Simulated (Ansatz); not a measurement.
CrN4F2H12⁻, relaxed as a sextet with UKS PBE-D4/def2-SVP in Ansatz, starting from the PBE-D4/def2-SVP geometry of the neutral quintet. Force threshold 0.03 eV/Å.

The highest occupied level of the relaxed charge -1 sextet lies above zero (up to 2.77 eV). By energy differences it is unbound by 1.29 eV (each at its own geometry, against the charge 0 quintet, at PBE0-D4/def2-TZVP) and held by the finite basis. An occupied level of the relaxed charge -1 sextet lies above an empty one of the other spin, so a lower spin may lie lower. In the sextet geometry the species has come apart into loosely held pieces. The name describes the quintet; other states may take another shape.

Start:

```tsv
atom	x (Å)	y (Å)	z (Å)
Cr1	0.048	0.007	0.065
F2	0.912	-1.662	0.249
F3	-0.813	1.676	-0.148
N4	-1.669	-0.882	0.922
H5	-1.382	-1.562	1.639
H6	-2.203	-1.420	0.225
H7	-2.313	-0.143	1.329
N8	1.763	0.891	-0.794
H9	1.464	1.664	-1.404
H10	2.318	0.159	-1.326
H11	2.387	1.303	-0.088
N12	2.851	-1.551	-1.710
H13	2.567	-2.043	-2.567
H14	2.170	-1.827	-0.962
H15	3.765	-1.945	-1.449
N16	-2.970	1.545	1.556
H17	-2.827	2.089	2.416
H18	-3.858	1.876	1.157
H19	-2.210	1.825	0.890
```

Estimate the energy that the relaxation releases and the steps that it takes.

1.3 kcal/mol, in 10 steps; 25 s on 2 threads of AMD EPYC 7R13 on a shared host and a share (18 GiB) of an NVIDIA H100 80GB HBM3. The force fell under the threshold at step 5, but the optimiser went on and released 0.003 eV more. No frequencies were taken in this run, so the end may be a saddle point.

Does the start keep its bonding and symmetry?

By distances, no bond broke or formed. The bond that changes most is Cr1–F2, from 1.89 to 1.91 Å (atoms count from 1).

Predict the relaxed structure.


```tsv
atom	x (Å)	y (Å)	z (Å)
Cr1	0.0351	0.0078	0.0403
F2	1.0251	-1.5840	0.3960
F3	-0.9500	1.6007	-0.3284
N4	-1.6639	-0.9506	0.8500
H5	-1.3302	-1.6696	1.5133
H6	-2.1883	-1.4455	0.1048
H7	-2.3151	-0.2612	1.3075
N8	1.7334	0.9580	-0.7779
H9	1.3927	1.7201	-1.3868
H10	2.3370	0.2711	-1.2989
H11	2.3080	1.3909	-0.0319
N12	2.8528	-1.5557	-1.6482
H13	2.3475	-1.9994	-2.4339
H14	2.2143	-1.7077	-0.8209
H15	3.6801	-2.1518	-1.4848
N16	-2.9337	1.5447	1.5592
H17	-2.5423	2.0566	2.3680
H18	-3.7763	2.0745	1.2821
H19	-2.2263	1.7012	0.7901
```
Bond lengths: 2 × Cr–F 1.91 Å; 2 × Cr–N 2.11 Å; 12 × H–N 1.03 to 1.06 Å.
